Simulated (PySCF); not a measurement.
# Radial density of N (nitrogen, neutral)

UHF, [He] 2s2 2p3, high-spin 4S determinant. All numbers are calculated (PySCF 2.14, the non-relativistic Hamiltonian (point nucleus), in cc-pVDZ).

```csv
r (bohr),4πr²ρ (e/bohr),4πr²(ρα − ρβ)
0.00476,0.05477,0.0001
0.00801,0.1488,0.0002
0.0135,0.3885,0.0006
0.0227,0.9688,0.0015
0.0381,2.208,0.0038
0.0641,4.366,0.0094
0.108,6.772,0.0272
0.181,7.099,0.1055
0.305,4.161,0.4067
0.513,2.261,1.1465
0.863,3.387,1.9841
1.45,2.726,1.5430
2.44,0.6671,0.4053
4.11,0.02535,0.0207
```
